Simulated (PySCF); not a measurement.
PySCF job for Si(H)3(Cl) anion (ClH3Si), SMILES [SiH3]Cl (connectivity only; charge and spin as stated), charge -1, multiplicity 2, TPSSh-D3(BJ)/def2-TZVPD. Coordinates come from a TPSSh-D3(BJ)/def2-TZVPD optimisation. The multiplicity is an assumed one; other spin states were not compared. The isomer is the one that the SMILES or the coordinates give; other isomers of the formula were not compared.

```python
import numpy as np
from pyscf import gto, scf, dft, df
from pyscf.hessian import thermo

mol = gto.M(
    atom='''
    Si   -1.20945765    0.05679256    0.00000000
    Cl    1.30177127    0.01763938   -0.00000000
    H    -2.66919808    0.57869895   -0.00000000
    H    -1.26425321   -0.83683216   -1.19968135
    H    -1.26425322   -0.83683216    1.19968135
    ''',
    basis='def2-TZVPD',
    charge=-1,
    spin=1,
    max_memory=1600,
    verbose=3,
)
mf = dft.UKS(mol, xc='tpssh').density_fit(auxbasis='def2-universal-jkfit')
mf.disp = 'd3bj'
mf.grids.level = 4
mf.conv_tol = 1e-11
mf.max_cycle = 100
mf.kernel()
fine, coarse = mf.grids, dft.Grids(mol).set(level=1).build(with_non0tab=True)
for _ in range(3):  # follow internal instabilities
    mf.grids = coarse
    mo, _, stable, _ = mf.stability(return_status=True, nroots=4)
    mf.grids = fine
    if stable:
        break
    mf.kernel(mf.make_rdm1(mo, mf.mo_occ))

# [left out here: the lines that compute and print the analytic Hessian (its translational invariance restored by hand, since the grid's response is missing), thermochemistry and intensities]
```

Log of the run:

```

WARN: HOMO -0.160304295815241 >= LUMO -0.160304295815251

converged SCF energy = -751.589791171283  <S^2> = 0.75437006  2S+1 = 2.0043653
<class 'pyscf.df.df_jk.DFUKS'> wavefunction is stable in the internal stability analysis

WARN: MGGA Hessian is sensitive to dft grids. grids.level 4 may not be dense enough.


WARN: DFTD3 does not support analytical Hessian, using finite difference


WARN: Mole.unit (angstrom) is changed to Bohr

Mode                                 0                   1                   2
Irrep
Freq [cm^-1]                      198.4857            400.3400            443.3108
Reduced mass [au]                  15.8251              1.1195              1.0964
Force const [Dyne/A]                0.3673              0.1057              0.1269
Char temp [K]                     285.5767            576.0001            637.8255
Normal mode                   x     y     z       x     y     z       x     y     z
       0  Si                -0.13 -0.00  0.00   -0.00  0.00 -0.05    0.02 -0.04 -0.00
       1  Cl                 0.11  0.00 -0.00    0.00 -0.00  0.02   -0.00  0.02  0.00
       2   H                -0.10  0.04 -0.00   -0.00 -0.00  0.62    0.29  0.69  0.00
       3   H                -0.10  0.00 -0.00   -0.49 -0.10  0.03   -0.40 -0.10  0.05
       4   H                -0.10  0.00  0.00    0.49  0.10  0.03   -0.40 -0.10 -0.05
Mode                                 3                   4                   5
Irrep
Freq [cm^-1]                      848.2408            959.2047            982.6534
Reduced mass [au]                   1.0831              1.0440              1.0265
Force const [Dyne/A]                0.4591              0.5660              0.5840
Char temp [K]                    1220.4296           1380.0820           1413.8194
Normal mode                   x     y     z       x     y     z       x     y     z
       0  Si                 0.02  0.05 -0.00   -0.03  0.01 -0.00   -0.00  0.00  0.03
       1  Cl                 0.00 -0.00  0.00   -0.01 -0.00 -0.00   -0.00 -0.00  0.00
       2   H                -0.15 -0.31  0.00    0.17  0.44  0.00    0.00  0.00 -0.68
       3   H                -0.22 -0.47  0.36    0.50 -0.27  0.20   -0.49  0.11 -0.06
       4   H                -0.22 -0.47 -0.36    0.50 -0.27 -0.20    0.49 -0.11 -0.06
Mode                                 6                   7                   8
Irrep
Freq [cm^-1]                     1827.1470           2127.8483           2135.8565
Reduced mass [au]                   1.0365              1.0297              1.0523
Force const [Dyne/A]                2.0388              2.7468              2.8285
Char temp [K]                    2628.8578           3061.4999           3073.0219
Normal mode                   x     y     z       x     y     z       x     y     z
       0  Si                -0.03  0.01 -0.00    0.00  0.03  0.00    0.00 -0.00  0.04
       1  Cl                -0.00 -0.00 -0.00    0.00 -0.00 -0.00    0.00  0.00 -0.00
       2   H                 0.91 -0.37  0.00   -0.02  0.03  0.00    0.00 -0.00  0.01
       3   H                -0.03 -0.01 -0.01   -0.00 -0.40 -0.57   -0.01 -0.41 -0.55
       4   H                -0.03 -0.01  0.01   -0.00 -0.40  0.57    0.01  0.41 -0.55
temperature 298.1500 [K]
pressure 101325.00 [Pa]
Rotational constants [GHz] 106.85021 4.48554 4.44321
Symmetry number 1
Zero-point energy (ZPE) 0.02261 [Eh]   59353.242 [J/mol]
                           tot       elec      trans        rot        vib
Entropy [J/mol/K]       279.207      5.763    161.103     94.303     18.038
Cv [J/mol/K]             50.547      0.000     12.472     12.472     25.604
Cp [J/mol/K]             58.862      0.000     20.786     12.472     25.604
Internal energy [J/mol]                      3718.434   3718.434  62744.476
Internal energy [Eh]   -751.56306  -751.58979
Enthalpy [J/mol]                             6197.391   3718.434  62744.476
Enthalpy [Eh]          -751.56212
Gibbs free energy [J/mol]                  -41835.494 -24397.875  57366.489
Gibbs free energy [Eh] -751.59382
mode   freq/cm-1   IR/(km/mol)
   1      198.49        83.315
   2      400.34         3.875
   3      443.31        14.564
   4      848.24        99.245
   5      959.20       209.309
   6      982.65        42.532
   7     1827.15       612.125
   8     2127.85       120.551
   9     2135.86       259.282
max |gradient| / (hartree/bohr): 3.4002630708059446e-06
APT charges: [ 0.8452 -0.8774 -0.3755 -0.2962 -0.2962]
```

The calculation finished and met its thresholds.

Cost: around 4 core-minutes (rough).
